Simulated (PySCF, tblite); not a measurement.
C₄H₁₂FNSi₂.
Z-matrix (Å and degrees, GFN2-xTB geometry), rows numbered from 1:
```
F 
Si  1  1.6043
N   2  1.7190  1  106.06
Si  3  1.7396  2  127.84  1    31.53
C   4  1.9005  3  106.08  2   179.91
C   5  1.5064  4  111.32  3  -179.67
C   6  1.4968  5  119.72  4   -80.39
C   6  1.4992  5  120.61  4  -151.16
H   2  1.4562  1  104.10  3   120.67
H   2  1.4539  1  106.79  3  -116.69
H   3  1.0058  2  115.31  1  -158.11
H   4  1.4630  3  108.93  2   -60.15
H   4  1.4698  3  109.95  2    60.73
H   5  1.0913  4  110.31  3    59.31
H   5  1.0930  4  110.49  3   -58.40
H   6  1.0835  5  113.41  4    63.39
H   7  1.0793  6  117.75  8   107.93
H   7  1.0793  6  119.01  8  -107.99
H   8  1.0799  6  118.08  7  -107.74
H   8  1.0796  6  118.90  7   108.00
```

Theory: PBE0/pcSseg-1 in PySCF (dipole) on a GFN2-xTB geometry, gas phase.

Take the most abundant isotopes and a rigid rotor. The values belong to one conformer with, in the numbering `[F:1][SiH2:2][NH:3][SiH2:4][CH2:5][CH:6]1[CH2:7][CH2:8]1`, F1–Si2–N3–Si4 32°, Si2–N3–Si4–C5 180°, N3–Si4–C5–C6 180°, Si4–C5–C6–C7 -80°.

Give the principal moments of inertia and the rotational constants in cm⁻¹.

Ia = 103.83, Ib = 1058.27, Ic = 1113.42 u·Å²; 505379 MHz·u·Å²/I gives 4867, 477.6 and 453.9 MHz, that is A = 0.16236, B = 0.01593, C = 0.01514 cm⁻¹.

What kind of rotor is it?

A near-prolate asymmetric top; Ray's κ = -0.989.

What does the inertial defect say?

Not planar: Δ = Ic − Ia − Ib = -48.68 u·Å². For a rigid frame Δ = −2 Σ m c², so Σ m c² = 24.34 u·Å² lies off the ab plane: 13.81 from hydrogen and 10.53 from heavier atoms. The atom farthest from that plane is 1.86 Å away.

Give the coordinates in the principal-axis frame, origin at the centre of mass.

The sense of each axis is arbitrary; atoms in the order of the calculation.
```tsv
atom	mass (u)	a (Å)	b (Å)	c (Å)
F1	18.998	-3.080	1.179	-0.120
Si2	27.977	-2.968	-0.421	-0.091
N3	14.003	-1.290	-0.782	-0.201
Si4	27.977	0.045	0.156	0.404
C5	12.000	1.616	-0.812	-0.051
C6	12.000	2.854	-0.102	0.430
C7	12.000	3.410	1.040	-0.363
C8	12.000	4.156	-0.260	-0.298
H9	1.008	-3.574	-0.796	1.179
H10	1.008	-3.647	-0.912	-1.279
H11	1.008	-1.070	-1.705	-0.534
H12	1.008	0.027	1.472	-0.233
H13	1.008	-0.061	0.296	1.863
H14	1.008	1.680	-0.943	-1.132
H15	1.008	1.588	-1.814	0.385
H16	1.008	2.909	-0.013	1.508
H17	1.008	2.918	1.295	-1.289
H18	1.008	3.816	1.892	0.161
H19	1.008	4.171	-0.879	-1.183
H20	1.008	5.071	-0.300	0.273
```

List the rotational levels J(Ka,Kc) to J = 3 (K).

Above 0(0,0), as E/k:
J = 1: 1(0,1) 0.045, 1(1,1) 0.255, 1(1,0) 0.257
J = 2: 2(0,2) 0.134, 2(1,2) 0.344, 2(1,1) 0.347, 2(2,1) 0.979, 2(2,0) 0.979
J = 3: 3(0,3) 0.268, 3(1,3) 0.476, 3(1,2) 0.483, 3(2,2) 1.113, 3(2,1) 1.113, 3(3,1) 2.169, 3(3,0) 2.169
The levels of one J sum to (2J + 1)J(J + 1)(A + B + C)/3.

Which lines would a microwave search look for?

The dipole components are |μa| = 1.10 D, |μb| = 2.38 D, |μc| = 0.22 D. The squared components, which scale the intensities, stand as 0.21 : 1.00 : 0.01 (a : b : c). Some lines, for components of 0.1 D or more:

```csv
type,branch,"J(Ka,Kc)",MHz,lower level (cm⁻¹)
a,R,"3(1,3) ← 2(1,2)",2759,0.239
a,R,"3(2,2) ← 2(2,1)",2794,0.681
a,R,"3(2,1) ← 2(2,0)",2795,0.681
a,R,"3(1,2) ← 2(1,1)",2830,0.241
b,Q,"1(1,0) ← 1(0,1)",4413,0.031
a,R,"5(4,1) ← 4(4,0)",4657,2.660
a,R,"5(3,3) ← 4(3,2)",4658,1.632
b,R,"2(1,2) ← 1(0,1)",6229,0.031
b,R,"3(1,3) ← 2(0,2)",7125,0.093
c,R,"3(1,2) ← 2(0,2)",7267,0.093
c,R,"5(1,4) ← 4(0,4)",9237,0.311
b,Q,"3(2,1) ← 3(1,2)",13135,0.336
b,R,"3(2,2) ← 2(1,1)",15964,0.241
c,R,"5(2,3) ← 4(1,3)",17747,0.461
c,Q,"3(3,1) ← 3(2,1)",22008,0.774
c,R,"3(3,1) ← 2(2,1)",24803,0.681
c,R,"4(3,1) ← 3(2,1)",25734,0.774
b,R,"5(3,3) ← 4(2,2)",26665,0.898
c,R,"5(3,3) ← 4(2,3)",26666,0.898
b,R,"4(4,1) ← 3(3,0)",34537,1.508
```

Estimate the classical rotational partition function at 10 K, 200 K and 500 K.

Point group C1, symmetry number σ = 1; q = (√π/σ)·√((kT/h)³/(ABC)), k/h = 20836.6 MHz/K: 5190 at 10 K, 464000 at 200 K, 1830000 at 500 K.

Its GFN2-xTB frequencies are all real (lowest 18 cm⁻¹). These are rigid-rotor constants of the computed structure; measured ground-state constants (B0) also hold zero-point vibration. Quadrupole hyperfine structure (14N) is left out.
